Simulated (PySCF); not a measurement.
Several molecules and their computed UV-vis stick spectra, shuffled. Method used: TDDFT wB97X-D/def2-SVPD, vertical, gas phase, core orbitals frozen in the response in PySCF. Geometries: GFN2-xTB; one conformer of each isolated species. Triplets are in the Tamm–Dancoff approximation.

A. `F[C@@H]1C[SiH2]C[SiH2]1`
B. `C/C=C1C=C\1C`
C. `C=CCC#CC#CC#N`
D. `C1=C[C@@H]2C[C@@H]2C1`
E. `O=COCn1cccn1`

Lowest singlet levels (six at most, fewer where fewer were computed) with oscillator strengths:

1. 4.63 eV (f 0.027); 5.61 eV (f 0.002); 6.39 eV (f 0.000); 6.46 eV (f 0.007); 6.74 eV (f 0.009); 7.04 eV (f 0.004); T1 3.53 eV
2. 7.41 eV (f 0.006); 7.67 eV (f 0.002); 7.78 eV (f 0.006); 8.04 eV (f 0.170); 8.18 eV (f 0.006); 8.25 eV (f 0.021); T1 6.95 eV
3. 6.45 eV (f 0.142); 6.93 eV (f 0.013); 7.42 eV (f 0.018); 7.63 eV (f 0.021); 7.74 eV (f 0.004); 7.93 eV (f 0.007); T1 4.26 eV
4. 5.99 eV (f 0.001); 6.67 eV (f 0.160); 6.83 eV (f 0.006); 6.90 eV (f 0.062); 7.31 eV (f 0.005); 7.42 eV (f 0.002); T1 4.69 eV
5. 3.96 eV (f 0.000); 4.14 eV (f 0.001); 4.15 eV (f 0.000); 6.28 eV (f 0.006); 6.46 eV (f 0.587); 6.53 eV (f 0.001); T1 3.26 eV

Question: Match each spectrum to its molecule.

Answer: 1 = B, 2 = A, 3 = D, 4 = E, 5 = C.
- A: S1 at 7.41 eV, HOMO→LUMO+2 (50%), HOMO→LUMO (38%); Löwdin shares by element: HOMO carbon 39% or more, fluorine 16%, silicon 16% or more (atoms not listed hold the other 28%); LUMO silicon 40%, carbon 8% or more, hydrogen 7% or more (atoms not listed hold the other 45%); HOMO -9.84 and LUMO 1.92 eV.
- B: S1 at 4.63 eV, HOMO→LUMO (98%); Löwdin shares by element: HOMO carbon 82% or more (atoms not listed hold the other 18%); LUMO carbon 77% or more, hydrogen 9% or more; HOMO -7.30 and LUMO 1.77 eV; point group Cs, 1 of its 6 listed states under f = 0.0005.
- C: S1 at 3.96 eV, HOMO-1→LUMO (59%), HOMO→LUMO+1 (31%); Löwdin shares by element: HOMO (one of a set within 0.03 eV) carbon 70% or more (atoms not listed hold the other 30%); LUMO carbon 51% or more, nitrogen 15% (atoms not listed hold the other 34%); HOMO -9.49 and LUMO -0.51 eV.
- D: S1 at 6.45 eV, HOMO→LUMO (94%); Löwdin shares by element: HOMO carbon 77% or more (atoms not listed hold the other 23%); LUMO carbon 65% or more, hydrogen 6% or more (atoms not listed hold the other 29%); HOMO -8.44 and LUMO 2.24 eV.
- E: S1 at 5.99 eV, HOMO-3→LUMO (80%), HOMO-3→LUMO+1 (9%); Löwdin shares by element: HOMO carbon 54% or more, nitrogen 33%; LUMO oxygen 43%, carbon 35% or more, hydrogen 7% or more (atoms not listed hold the other 15%); HOMO -9.29 and LUMO 1.44 eV.
